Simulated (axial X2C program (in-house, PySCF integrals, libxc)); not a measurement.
# Low determinants of TaBr⁺ at the PBE0 level, spin-free

Computed with an axial X2C code built on PySCF integrals. Spin-free means the one-electron spin-free X2C Hamiltonian. Basis: Ta dyall-cv3z [13s14p9d7f4g], Br dyall-cv3z [8s9p6d4f1g] (cores contracted in-house); Gaussian nuclei, density fitting, unrestricted open shells. Masses: Ta 180.948 u, Br 78.918 u.

Search at 2.340 Å (vertical energies from the lowest determinant):

| ΔE (eV) | state | electrons beyond evenly filled partner blocks | electrons in σ, π, δ, φ |
| --- | --- | --- | --- |
| 0.00 | M_S = 3/2, Λ = 0 | σα, δ+α, δ-α | 41 44 18 4 |
| 0.49 | M_S = 3/2, Λ = 3 | σα, π+α, δ+α | 41 45 17 4 |
| 0.59 | M_S = 3/2, Λ = 1 | σα, π-α, δ+α | 41 45 17 4 |
| 0.93 | M_S = 1/2, Λ = 2 | δ+α | 42 44 17 4 |
| 1.19 | M_S = 1/2, Λ = 3 | σα, π+β, δ+α | 41 45 17 4 |
| 1.19 | M_S = 1/2, Λ = 1 | σα, π-β, δ+α | 41 45 17 4 |
| 1.25 | M_S = 3/2, Λ = 1 | π+α, δ+α, δ-α | 40 45 18 4 |

Lowest determinant, M_S = 3/2, Λ = 0 (beyond evenly filled blocks: σα, δ+α, δ-α): Re = 2.295 Å, ωe = 325.7 cm⁻¹.

The determinant in row 2 of the search, M_S = 3/2, Λ = 3 (beyond evenly filled blocks: σα, π+α, δ+α), was followed along the bond at PBE0; measured from the minimum of the lowest determinant it gives:

Te = 0.506 eV (4078 cm⁻¹), Re = 2.334 Å, ωe = 311.2 cm⁻¹.

Task: Compare the bond of the determinant in row 2 with that of the lowest one.

Result: At PBE0 its Re is 0.039 Å longer and its force constant, which goes as ωe², is 0.91 times that of the lowest determinant. T0 ≈ Te + Δωe/2 = 4078 + (-7) = 4071 cm⁻¹.

The search compares states at one distance, so a state with another bond length can lie lower; it is not exhaustive and yields mostly the lowest determinant of each block pattern, so other components and higher states of one pattern are missing. These are energies of single determinants, not of spin-adapted states; PBE0 term energies can be off by some tenths of an eV, and the functional has no current term. The lowest determinant need not be the ground state where others lie within half an eV. Spin–orbit coupling is large for these atoms, so the spin-free order is a model.
